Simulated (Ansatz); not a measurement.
A nudged elastic band was laid between two geometries of AlBrH4N2 + H2 (10 atoms, charge 0, multiplicity 1).

Computed with Ansatz, RKS PBE0-D4/def2-SVP.

* movable images: 7
* climbing image: yes
* spring: 5.0 eV/Å²
* optimiser: quadratic models (default)
* start path: through a guess of the saddle point
* force threshold: 0.03 eV/Å
* iteration limit: 60
* end points: relaxed

First end point:

```xyz
10
Properties=species:S:1:pos:R:3
Al -0.104 0.203 -0.595
Br 1.465 -0.352 -2.132
N 0.069 1.741 0.253
N -1.465 -0.895 -0.361
H 1.965 -1.350 0.842
H 1.612 -1.312 1.516
H 0.835 2.385 0.101
H -0.563 2.107 0.955
H -1.577 -1.770 -0.860
H -2.237 -0.757 0.281
```

Last end point:

```xyz
10
Properties=species:S:1:pos:R:3
Al -0.138 -0.025 0.452
Br 2.682 -1.103 -1.983
N -0.063 1.737 0.588
N -1.601 -0.898 -0.027
H 2.126 -1.088 -0.654
H 1.166 -0.870 0.812
H 0.770 2.245 0.862
H -0.805 2.391 0.365
H -1.653 -1.906 -0.114
H -2.485 -0.484 -0.300
```

(1) What changes between the two ends?

(2) Give the energies along the band, and the barrier.

(3) What is the geometry of the highest image?

Results:

(1) Bonds broken: Al1–Br2, H5–H6. Bonds formed: Al1–H6, Br2–H5. AlBrH4N2 + H2 becomes AlH5N2 + BrH.

(2) The forces met the threshold. The highest image is number 6 of 0 to 8, 34.0 kcal/mol above the first end and 2.8 kcal/mol above the last; the last end lies 31.2 kcal/mol above the first. A structure lower than the first end lies on the path between it and the top, so the climb from that side starts below the end, which may itself be a saddle point or a shallow side well. A vibrational analysis at the climbing image gives one clearly imaginary mode, 259i cm⁻¹: a first-order saddle point. The orbitals stay closed-shell, which can raise the energy where a bond breaks towards radicals; this wasn't checked here.

| image | path coordinate (Å) | energy (kcal/mol) | Al1–Br2 (Å) | H5–H6 (Å) | Al1–H6 (Å) |
| --- | --- | --- | --- | --- | --- |
| 0 | 0.00 | 0.0 | 2.26 | 0.76 | 3.11 |
| 1 | 0.62 | -0.2 | 2.26 | 0.76 | 2.91 |
| 2 | 1.25 | 0.0 | 2.27 | 0.76 | 2.56 |
| 3 | 1.87 | 1.2 | 2.28 | 0.77 | 2.40 |
| 4 | 2.50 | 4.1 | 2.30 | 0.77 | 2.19 |
| 5 | 3.12 | 17.7 | 2.47 | 0.85 | 1.89 |
| 6 | 3.75 | 34.0 | 2.87 | 1.30 | 1.64 |
| 7 | 4.60 | 31.6 | 3.49 | 1.73 | 1.60 |
| 8 | 5.44 | 31.2 | 3.88 | 1.77 | 1.60 |

(3) 
```xyz
10
Properties=species:S:1:pos:R:3
Al -0.003 -0.106 0.254
Br 2.086 -0.423 -1.690
N 0.124 1.647 0.464
N -1.508 -0.966 -0.096
H 1.794 -0.951 -0.265
H 1.154 -1.107 0.857
H 0.932 2.210 0.229
H -0.636 2.232 0.789
H -1.651 -1.956 0.067
H -2.292 -0.581 -0.610
```

Run time: 6.3 min on 2 threads of Intel(R) Xeon(R) 6975P-C (Granite Rapids) (shared host), peak memory 0.27 GiB.
